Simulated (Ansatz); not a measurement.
Reactions of BCl₃F₂Si (`FB(F)[Si](Cl)(Cl)Cl`).

Calculated with Ansatz (gas phase, PBE0-D4/def2-TZVP geometries, no zero-point term in ΔE). CBS: MP2 limit from def2 TZ/QZ plus the TZ coupled-cluster correction, frozen cores. This one scheme is used for every species, atoms too. DFT in def2-TZVPP. B3LYP here is the variant with VWN-RPA as its local correlation; programs differ in this. No spin–orbit coupling; open shells (•) take unrestricted orbitals. Spin–orbit coupling would lower the free atoms: a little for B, Cl, F, Si. def2 core potentials past Kr. For I, Te outer-core shells are correlated without core-valence functions, so the limit isn't a true one: a few kJ/mol of doubt a bond, and 10 to 20 or more in all where bonds break to atoms. One conformer a species, not always the lowest.

```tsv
reaction	B3LYP-D4 (kcal/mol)	CCSD(T)/CBS(def2) (kcal/mol)
`FB(F)[Si](Cl)(Cl)Cl` → B• + 3 Cl• + 2 F• + Si•	651.9	660.3
`FB(F)[Si](Cl)(Cl)Cl` + CH₃SH → `CSB(F)F` + `Cl[SiH](Cl)Cl`	-20.9	-22.0
`FB(F)[Si](Cl)(Cl)Cl` + H₂ → `Cl[SiH](Cl)Cl` + `FBF`	-10.6	-12.0
`FB(F)[Si](Cl)(Cl)Cl` + HI → `Cl[Si](Cl)(Cl)I` + `FBF`	-23.2	-25.6
`FB(F)[Si](Cl)(Cl)Cl` + HCl → `FB(F)Cl` + `Cl[SiH](Cl)Cl`	-23.1	-24.0
`FB(F)[Si](Cl)(Cl)Cl` + H₂Te → `Cl[Si](Cl)(Cl)[TeH]` + `FBF`	-19.0	-21.1
```

Largest T1 diagnostic: 0.014, for B•.
